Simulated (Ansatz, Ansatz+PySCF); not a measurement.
```xyz
2

Li    0.0000    0.0000    0.0000
C     0.7841    1.0454    2.2634
```

Basis set: STO-3G (spherical functions). Frozen core: 1 orbital. Correlation on ROHF uses semicanonical orbitals with singles. Charge 0, multiplicity 2.

Computed with Ansatz (development build ahead of 0.2.0); the reference of a correlated method needn't be the lowest determinant of its kind.

(1) Give the atomization energy at this shape (free ground-state atoms in the same class of orbitals less the molecule, no zero-point energy) of doublet LiC by full CI (lowest root of this spin), ROHF-CCSD(T), ROHF-CCSD, UHF-CCSD.

Answers

(1)

```
                            method  atomization energy
full CI (lowest root of this spin)      18.01 kcal/mol
                      ROHF-CCSD(T)      17.81 kcal/mol
                         ROHF-CCSD      16.71 kcal/mol
                          UHF-CCSD      17.37 kcal/mol
```

Caution for ROHF-CCSD(T), ROHF-CCSD: a plain start can end on a higher determinant; an unrestricted determinant lies well below. Caution for ROHF-CCSD(T), ROHF-CCSD, UHF-CCSD: large amplitudes, a single reference is doubtful; the reference determinant was not shown to be the lowest. Caution for UHF-CCSD: the unrestricted determinant is a mixture of spin states.

This basis has no polarisation functions and is too small for such energies, which can lie far from measured ones in either direction.
